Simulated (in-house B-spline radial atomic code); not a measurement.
# Ionising Te⁺ with different functionals

Computed with a radial B-spline atomic code at the basis-set limit: non-relativistic Hamiltonian, point nucleus, spin-polarised at highest spin, spherical fractional occupations for the functionals, and exact exchange of hybrids averaged over the configuration. The ionisation energy is the difference of two self-consistent energies, [Kr] 4d10 5s2 5p3 → [Kr] 4d10 5s2 5p2, without Breit or QED terms; ε is the level of the shell that loses the electron (its least bound occupied spin orbital). There is no spin-orbit coupling in this Hamiltonian.

| method | rung | ΔSCF (eV) | -ε(5p) (eV) |
| --- | --- | --- | --- |
| PBE0 | global hybrid | 18.83 | 15.79 |
| B3LYP | global hybrid | 18.67 | 15.37 |
| TPSSh | global hybrid | 18.85 | 15.16 |
| M06-2X | global hybrid | 18.78 | 16.87 |
| BHandHLYP | global hybrid | 18.63 | 16.69 |
| r2SCAN0 | global hybrid | 19.10 | 16.08 |
| B97-1 | global hybrid | ? | ? |
| HSE06 | range-separated hybrid | 18.78 | 15.35 |
| wB97X | range-separated hybrid | ? | ? |
| CAM-B3LYP | range-separated hybrid | 18.68 | 16.95 |
| LC-wPBE | range-separated hybrid | 18.89 | 18.54 |

**Question.** What does wB97X give?

**Answer.** ΔSCF 18.53 eV, and -ε(5p) = 17.94 eV.

**Question.** What does B97-1 give?

**Answer.** ΔSCF 18.65 eV, and -ε(5p) = 15.44 eV.

**Question.** Among the functionals, which spreads more, the ΔSCF values or the orbital energies?

**Answer.** The orbital energies: ΔSCF values span about 0.57 eV and the orbital energies 3.38 eV; here energy differences depend much less on the functional than eigenvalues do.

**Question.** How do they compare with the NIST value?

**Answer.** NIST lists 18.6 eV ± 0.4 (measured, ground level to ground level). Errors run from -0.07 to +0.50 eV; all lie within about twice that uncertainty, so the table can't rank the methods.
